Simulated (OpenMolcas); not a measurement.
**Ag V: effect of the basis set**

```
Program             : OpenMolcas 26.06
Method              : RASSCF
Active space        : 13 electrons in 8 orbitals (RAS1 4p, at most 2 holes; RAS2 4d)
State averaging     : 2S+1 = 4 even, 10 roots; 2S+1 = 2 even, 40 roots
Spin-orbit coupling : RASSI with atomic mean-field integrals over the reference wave functions, term energies averaged over their components
```

A. ANO-R2 [7s5p4d2f1g], X2C, finite nucleus; cost of the order of 16 core-seconds
B. ANO-RCC-VTZP [7s6p4d2f1g], DKH2, point nucleus; cost roughly 23 core-seconds
C. ANO-RCC-VQZP [8s7p5d3f2g1h], DKH2, point nucleus; cost roughly 21 core-seconds

Energies in cm-1 above 4d7 4F 9/2, the measured ground level; measured values from the list in Gamrath, thesis, University of Mons (2023).

```json
{"Level": "4d7 4F 9/2", "A": "0.0", "B": "0.0", "C": "0.0", "Measured": "0.0"}
{"Level": "4d7 4F 7/2", "A": "3476", "B": "3478", "C": "3509", "Measured": "3690"}
{"Level": "4d7 4F 5/2", "A": "5564", "B": "5565", "C": "5607", "Measured": "5816"}
{"Level": "4d7 4F 3/2", "A": "6858", "B": "6859", "C": "6905", "Measured": "7097"}
{"Level": "4d7 4P 3/2 [67 %]", "A": "16652", "B": "16639", "C": "16597", "Measured": "14204"}
{"Level": "4d7 4P 5/2", "A": "17129", "B": "17118", "C": "17102", "Measured": "14899"}
{"Level": "4d7 4P 1/2", "A": "19329", "B": "19319", "C": "19315", "Measured": "17067"}
{"Level": "4d7 2G 9/2", "A": "19368", "B": "19355", "C": "19314", "Measured": "16875"}
{"Level": "4d7 2G 7/2", "A": "22657", "B": "22644", "C": "22636", "Measured": "20442"}
{"Level": "4d7 2D 5/2(1)", "A": "25763", "B": "25743", "C": "25706", "Measured": "24361"}
{"Level": "4d7 2H 11/2", "A": "26756", "B": "26742", "C": "26694", "Measured": "22532"}
{"Level": "4d7 2P 1/2", "A": "26957", "B": "26941", "C": "26944", "Measured": "24599"}
{"Level": "4d7 2H 9/2", "A": "30160", "B": "30147", "C": "30140", "Measured": "26368"}
{"Level": "4d7 2D 3/2(1) [65 %]", "A": "31935", "B": "31917", "C": "31945", "Measured": "30134"}
{"Level": "4d7 2F 5/2", "A": "40822", "B": "40796", "C": "40710", "Measured": "34635"}
{"Level": "4d7 2F 7/2", "A": "42618", "B": "42594", "C": "42530", "Measured": "36594"}
{"Level": "4d7 2D 3/2(2)", "A": "60719", "B": "60673", "C": "60529", "Measured": "55041"}
{"Level": "4d7 2D 5/2(2)", "A": "62818", "B": "62773", "C": "62653", "Measured": "56772"}
```

Deviations, from unrounded energies. A percentage is the sum of absolute deviations over the sum of measured energies, with the sign that they share, or ± where signs differ.

```csv
Against measurement,Levels,A,B,C
mean absolute deviation (cm-1),17,2900,2900,2900
fine structure of the ground term (%),3,-4.2,-4.2,-3.5
other terms of the ground configuration (%),14,+12.5,+12.4,+12.2
```

A, B, C lie about equally close to measurement. The largest miss of C in the table is 4d7 2F 5/2, by +6100 cm-1. The ranking rests on the paired levels alone, and a cruder setting can come out closer through cancelling errors.

Among A to C the level of the table that moves most is 4d7 2D 3/2(2), by 190 cm-1 (lowest in C, highest in A).

Without dynamic correlation excited terms often stand tens of per cent too high (terms of higher spin than the ground term too low), and those without a measured partner can miss by more than the paired ones. Active for correlation alone: 4p; no level in the range computed is led by a configuration that opens it, so any true level of that kind is missing. Measured partners are found by configuration, term and J. A level has none where our copy of the source lacks it or the pairing is in doubt (some pairs that miss far off the trend of their configuration count as doubtful), and it then counts in no deviation. Only configurations of the active space appear. Levels that lie high or do not pair safely by name in every column are left out.

A share in square brackets marks a mixed level and gives the weight of the term that names it, the lowest over the columns. A number in round brackets counts repeated terms of one configuration in the order of the reference energies.
